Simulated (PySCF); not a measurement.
**Ionisation energy of Ag by level of theory**

Ag [Kr] 4d10 5s1 (2S) → Ag⁺ [Kr] 4d10 (1S), as a difference of total energies. Calculation: PySCF 2.14, in ANO-RCC-VTZP; the spin-free X2C one-electron Hamiltonian (Gaussian nucleus). Correlated levels: valence and next inner shell: [Ar] 3d10 frozen. The calculations carry no spin-orbit coupling.

| method | ionisation energy (eV) |
| --- | --- |
| UHF | 6.374 |
| MP2 (valence and next inner shell) | 7.561 |
| SCS-MP2 (valence and next inner shell) | 7.371 |
| CCSD (valence and next inner shell) | 7.406 |
| CCSD(T) (valence and next inner shell) | 7.499 |

Errors of the correlated levels include the incompleteness of this basis and the frozen core.

Which method comes closest to the reference value, and which is furthest?

The reference is 7.576 eV (measured; NIST Atomic Spectra Database, ionization energies). Closest: MP2 (valence and next inner shell) (error -0.015 eV); furthest: UHF (error -1.202 eV).
